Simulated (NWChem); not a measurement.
System: C₃H₃BF₂; SMILES CC#CB(F)F

```xyz
9

C     -2.9505    -0.1523    -0.5037
C     -1.5241    -0.0778    -0.2587
C     -0.3243    -0.0173    -0.0563
B      1.1709     0.0607     0.1998
F      1.8218     1.2072     0.1429
F      1.8785    -1.0146     0.4905
H     -3.4452    -0.7908     0.2446
H     -3.1460    -0.5865    -1.4967
H     -3.4148     0.8452    -0.4697
```
Atoms are numbered in this order, from 1.

All runs: NWChem. The geometry was optimised at PBE0/def2-SVP. Isolated, static molecule.

GIAO at PBE0/pcSseg-1: principal shieldings of F6 are 64.4, 304.2, 367.5 ppm; an isolated trichlorofluoromethane molecule has σ = 177.1 ppm at the same levels.

Q: Find the isotropic 19F shift, its principal values, the span and the skew.

A: 
1. σ(iso) = one third of the sum = 245.4 ppm.
2. δ = σ(reference) − σ = -68.3 ppm against trichlorofluoromethane.
3. δ11, δ22, δ33 = 112.7, -127.1, -190.4 ppm.
4. Span Ω = δ11 − δ33 = 303.1 ppm; skew κ = 3(δ22 − δ(iso))/Ω = -0.58.
